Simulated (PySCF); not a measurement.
AlF2, SMILES [F][Al+][F], charge +1.

Geometry optimised at B3LYP-D3(BJ)/def2-TZVP. The spin state was assumed, not searched. The isomer is the one that the SMILES or the coordinates give; other isomers of the formula were not compared.

The numbers are results of PySCF with PBE/def2-TZVPD, not measurements.

The molecule is in vacuum.

Computed frontier levels, gap, dipole moment and polarisability:
The highest occupied level is -17.38 eV and the lowest empty level is -11.14 eV. The orbital gap is 6.24 eV. The dipole moment about the centre of nuclear charge is 0.00 D, the mean static polarisability is 16.5 bohr³ (2.44 Å³) and the polarisability, principal values comes out as 14.3, 14.3, 20.9 bohr³.
